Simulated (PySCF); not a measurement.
Job file and geometry (Å, from GFN2-xTB) of an NMR shielding run on `O1[C@@H](CCC#N)[SiH2]C(=O)C1`, C₆H₉NO₂Si, GIAO PBE0/pcSseg-1 NMR shielding, non-relativistic, gas phase (PySCF); density fitting, a coarse starting grid and PySCF grid level 2 are the driver's defaults:

```
$ OMP_NUM_THREADS=1 python probes_run.py task.json out

{"job": {"kind": "nmr", "xc": "PBE0", "basis": "pcSseg-1"}, "charge": 0, "multiplicity": 1}
N      3.304509     0.709885    -1.674415
C      2.891080     0.297111    -0.691534
C      2.350906    -0.237466     0.530801
C      1.074568    -1.047551     0.260007
C     -0.054638    -0.156056    -0.239079
O     -0.382251     0.761980     0.815068
C     -1.528288     1.505837     0.515533
C     -2.617539     0.607593    -0.050306
O     -3.773522     0.927561    -0.145249
Si    -1.732780    -1.011441    -0.613281
H      2.110233     0.592653     1.199784
H      3.112056    -0.865103     1.001707
H      0.760510    -1.524545     1.189332
H      1.271674    -1.822781    -0.482528
H      0.306502     0.423516    -1.106239
H     -1.848665     2.003589     1.432653
H     -1.316095     2.273856    -0.248057
H     -1.994688    -2.104394     0.318103
H     -1.943375    -1.324993    -2.019763
```

Question: Write the output of this run.

Answer: 
```
coarse grid: 16960 points
cycle   1  E = -727.7537983893  dE =  1.519e+00  |g| = 9.455e-01  |ddm| = 4.056e+00
cycle   2  E = -727.1536231771  dE =  6.002e-01  |g| = 1.977e+00  |ddm| = 2.382e+00
cycle   3  E = -727.9275449589  dE = -7.739e-01  |g| = 1.898e-01  |ddm| = 1.759e+00
cycle   4  E = -727.9328087125  dE = -5.264e-03  |g| = 1.175e-01  |ddm| = 2.594e-01
cycle   5  E = -727.9353148305  dE = -2.506e-03  |g| = 2.193e-02  |ddm| = 1.070e-01
cycle   6  E = -727.9354088623  dE = -9.403e-05  |g| = 7.051e-03  |ddm| = 2.120e-02
cycle   7  E = -727.9354178529  dE = -8.991e-06  |g| = 2.985e-03  |ddm| = 6.397e-03
final grid: 160936 points
cycle   8  E = -728.0155731352  dE = -5.362e-06  |g| = 1.844e-02  |ddm| = 3.080e-02
cycle   9  E = -728.0154024669  dE =  1.707e-04  |g| = 3.545e-02  |ddm| = 3.459e-02
cycle  10  E = -728.0156344471  dE = -2.320e-04  |g| = 3.638e-03  |ddm| = 2.369e-02
cycle  11  E = -728.0156371055  dE = -2.658e-06  |g| = 5.529e-04  |ddm| = 2.601e-03
cycle  12  E = -728.0156371536  dE = -4.812e-08  |g| = 2.465e-04  |ddm| = 5.990e-04
cycle  13  E = -728.0156371638  dE = -1.012e-08  |g| = 1.088e-04  |ddm| = 2.127e-04
cycle  14  E = -728.0156371661  dE = -2.307e-09  |g| = 3.180e-05  |ddm| = 9.318e-05
cycle  15  E = -728.0156371663  dE = -2.149e-10  |g| = 6.374e-06  |ddm| = 3.438e-05
converged SCF energy = -728.0156371663

GIAO shielding tensors (ppm)
atom      isotropic    diamagn.    paramagn.     s11        s22        s33       span
  0 N      -31.955     339.952    -371.908   -208.373   -194.090    306.597    514.970
  1 C       62.737     260.684    -197.947    -55.445    -48.454    292.109    347.554
  2 C      171.867     249.138     -77.271    153.447    176.309    185.843     32.396
  3 C      151.770     247.719     -95.949    144.308    149.046    161.956     17.648
  4 C      113.240     254.174    -140.935     78.868     97.780    163.071     84.203
  5 O      289.263     400.773    -111.510    229.156    316.931    321.703     92.546
  6 C      101.983     246.486    -144.503     86.252     97.385    122.312     36.060
  7 C      -67.546     258.623    -326.169   -156.747   -102.627     56.737    213.484
  8 O     -521.989     392.765    -914.754  -1476.074   -474.918    385.025   1861.099
  9 Si     426.067     881.804    -455.738    368.216    426.654    483.331    115.115
 10 H       28.645      29.840      -1.195     24.024     28.456     33.456      9.432
 11 H       29.398      25.882       3.515     23.612     27.975     36.605     12.992
 12 H       29.557      32.011      -2.454     24.728     28.932     35.013     10.285
 13 H       29.660      31.402      -1.742     24.330     29.471     35.177     10.847
 14 H       27.253      35.042      -7.789     24.146     26.504     31.108      6.962
 15 H       27.499      28.955      -1.456     23.349     26.135     33.013      9.664
 16 H       27.905      30.249      -2.344     23.535     26.499     33.681     10.146
 17 H       27.865      29.570      -1.705     24.345     26.109     33.140      8.795
 18 H       27.814      29.512      -1.698     24.333     25.513     33.595      9.262
```

Question: Turn these shieldings into chemical shifts. Scale: $^{15}$N (σ = 267.73 ppm) against NH3; TMS for $^{13}$C (σ = 186.93 ppm), $^{29}$Si (σ = 349.16 ppm), $^{1}$H (σ = 31.72 ppm); H2O for $^{17}$O (σ = 336.08 ppm) (reference shieldings calculated alike).

Answer: Averaging equivalent atoms: N 0: 299.7; C 7: 254.5; C 1: 124.2; C 6: 84.9; C 4: 73.7; C 3: 35.2; C 2: 15.1; O 8: 858.1; O 5: 46.8; Si 9: -76.9; H 14: 4.46; H 15: 4.22; H 18: 3.90; H 17: 3.85; H 16: 3.81; H 10: 3.07; H 11: 2.32; H 12: 2.16; H 13: 2.06 ppm. Unscaled 17O shifts of doubly bonded oxygen tend to come out too high, by tens of ppm or more. Experimental scales use liquid or dissolved standards, which lie at an offset from isolated NH3 (liquid NH3: subtract about 20 ppm) and H2O (liquid H2O: subtract about 36 ppm). Unscaled 15N shifts of sp2 nitrogen come out 20 to 40 ppm too high even then.

Size and cost of the density-fitted run: 222 basis functions, 100 s wall time on 1 thread of an Arm Neoverse N1, shared host; peak memory 1.1 GiB.
